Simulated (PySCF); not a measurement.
CF2I, SMILES I[C](F)F (connectivity only; charge and spin as stated), charge +1, multiplicity 1.

Geometry: PBE0-D3(BJ)/def2-SVP. The multiplicity is an assumed one; other spin states were not compared. The isomer is the one that the SMILES or the coordinates give; other isomers of the formula were not compared. The def2 effective core potentials stand for the cores of I; spin–orbit coupling is left out.

Two levels are set side by side: PBE/def2-TZVPD (PySCF) and r2SCAN/def2-TZVPD (PySCF). Same geometry, gas phase. Differences are taken from unrounded values.

| quantity | PBE |
|---|---|
| orbital gap (eV) | 3.01 |
| highest occupied level (eV) | -13.49 |
| lowest empty level (eV) | -10.48 |
| mean polarisability (bohr³) | 41.8 |

These are the PBE values. What does r2SCAN give? (An estimate is asked for; the answer gives what the named calculation found.)


| quantity | r2SCAN | PBE minus r2SCAN |
|---|---|---|
| orbital gap (eV) | 3.44 | -0.43 |
| highest occupied level (eV) | -13.80 | 0.31 |
| lowest empty level (eV) | -10.36 | -0.12 |
| mean polarisability (bohr³) | 40.6 | 1.2 |

Rough cost on one machine, each run with all the roots and properties that it gave: r2SCAN against PBE about 4 times.
